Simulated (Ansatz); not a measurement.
One change: `OBCCCl` becomes `C[SiH2]CCCl`.

Ansatz, PBE0-D4/def2-TZVP geometries, multiplicity 1. Each molecule was computed in one conformer, which needn't be the lowest.

| property | `OBCCCl` |
| --- | --- |
| size of the dipole moment (ωB97M-V/def2-TZVPP) / D | 2.15 |
| HOMO energy (PBE0/def2-TZVPP) / eV | -8.20 |
| HOMO–LUMO gap (B3LYP/def2-TZVPP) / eV | 7.66 |
| HOMO–LUMO gap (ωB97M-V/def2-TZVPP) / eV | 12.40 |
| HOMO–LUMO gap (PBE0/def2-TZVPP) / eV | 8.14 |
| HOMO–LUMO gap (PBE/def2-TZVPP) / eV | 5.70 |

Problem. What does the change do to each property? (Best estimate.)

Solution. Computed: 
```json
{"property": "size of the dipole moment (ωB97M-V/def2-TZVPP) / D", "`C[SiH2]CCCl`": "2.02", "shift": "-0.13"}
{"property": "HOMO energy (PBE0/def2-TZVPP) / eV", "`C[SiH2]CCCl`": "-8.19", "shift": "0.01"}
{"property": "HOMO–LUMO gap (B3LYP/def2-TZVPP) / eV", "`C[SiH2]CCCl`": "8.03", "shift": "0.37"}
{"property": "HOMO–LUMO gap (ωB97M-V/def2-TZVPP) / eV", "`C[SiH2]CCCl`": "12.48", "shift": "0.08"}
{"property": "HOMO–LUMO gap (PBE0/def2-TZVPP) / eV", "`C[SiH2]CCCl`": "8.56", "shift": "0.42"}
{"property": "HOMO–LUMO gap (PBE/def2-TZVPP) / eV", "`C[SiH2]CCCl`": "6.24", "shift": "0.54"}
```

Dipoles are sizes alone; their direction can turn.

B3LYP here is the variant with VWN-RPA as its local correlation; programs differ in this.
